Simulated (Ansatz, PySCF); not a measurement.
Breaking a bond: H3Ga, SMILES [GaH3], singlet. The Ga1–H4 bond (Ga1 also carries H, H; H4 carries nothing else) is pulled apart rigidly from the PBE0/def2-TZVP optimised geometry.

Methods: RCCSD = CCSD on RHF/def2-SVP, cores with 3d frozen (Ansatz, an electronic-structure program); RMP2/6-31G* = restricted MP2 (frozen core)/6-31G*, spherical d (PySCF); RKS-BLYP = Ansatz with restricted BLYP/def2-SVP.

Total energies in hartree (comparable only within one method and basis):

| R / Å | RCCSD | RMP2/6-31G* | RKS-BLYP |
|---|---|---|---|
| 1.25 | -1924.76476 | -1924.86526 | -1926.38374 |
| 1.36 | -1924.79449 | -1924.89446 | -1926.41143 |
| 1.41 | -1924.80244 | -1924.90218 | -1926.41884 |
| 1.47 | -1924.80856 | -1924.90804 | -1926.42455 |
| 1.52 | -1924.81134 | -1924.91064 | -1926.42716 |
| 1.57 | -1924.81241 | -1924.91156 | -1926.42821 |
| 1.60 | -1924.81237 | -1924.91144 | -1926.42820 |
| 1.68 | -1924.81024 | -1924.90911 | -1926.42634 |
| 1.76 | -1924.80587 | -1924.90455 | -1926.42243 |
| 1.79 | -1924.80380 | -1924.90240 | -1926.42056 |
| 1.93 | -1924.79208 | -1924.89022 | -1926.40996 |
| 2.10 | -1924.77550 | -1924.87271 | -1926.39482 |
| 2.37 | -1924.74903 | -1924.84364 | -1926.37008 |
| 2.60 | -1924.72915 | -1924.82035 | -1926.35067 |
| 2.82 | -1924.71345 | -1924.80043 | -1926.33437 |
| 3.19 | — | -1924.77285 | -1926.31226 |
| 3.40 | — | -1924.76052 | -1926.30243 |
| 3.79 | — | -1924.74372 | -1926.28846 |
| 4.24 | — | -1924.73350 | -1926.27761 |
| 4.68 | — | -1924.73194 | -1926.27078 |
| 5.45 | — | -1924.74449 | -1926.26426 |

Dashes: no converged value, or the column stops at the first point that the program doubted or that broke a chosen test of continuity, which isn't proof of a fault.

The T1 diagnostic of CCSD on the restricted reference of RCCSD exceeds 0.045 at 3.19 to 5.45 Å. The restricted form behind RMP2/6-31G*, RKS-BLYP keeps the bonding electrons paired and can't separate into open-shell fragments.
